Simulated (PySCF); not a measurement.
# Br²²⁺: ionisation energy

Br²²⁺ [Ne] 3s2 3p1 [3p1/2^1, M_J = 1/2] → Br²³⁺ [Ne] 3s2, as a difference of total energies. All numbers are calculated (PySCF 2.14, the two-component X2C-1e Hamiltonian, in an even-tempered Gaussian basis (19 s from 2.7 bohr⁻², ratio 2.4; 13 p from 3.5 bohr⁻², ratio 2.4; 5 d from 13 bohr⁻², ratio 2.6; 4 f from 20 bohr⁻², ratio 2.6)). Correlated levels: 1s2 frozen; the 50 highest virtual spinors dropped. "Screened" scales the spin-orbit matrix elements by Boettger's factors to mimic the two-electron term; Breit and QED terms are absent.

| method | ionisation energy (eV) |
| --- | --- |
| GHF (spin-free) | 962.56 |
| GMP2 (spin-free) | 962.97 |
| GHF (screened spin-orbit) | 969.93 |
| GMP2 (screened spin-orbit) | 970.35 |

Task: How much does correlation contribute at GMP2 (screened spin-orbit)?

Result: 970.35 − (969.93) = 0.42 eV, measured against GHF (screened spin-orbit).

Breit and QED terms and the two-electron picture change are absent.

The spin-free rows lack the spin-orbit shift.

For comparison: 963 ± 5 eV (semi-empirical (NIST evaluation); NIST Atomic Spectra Database, ionization energies).
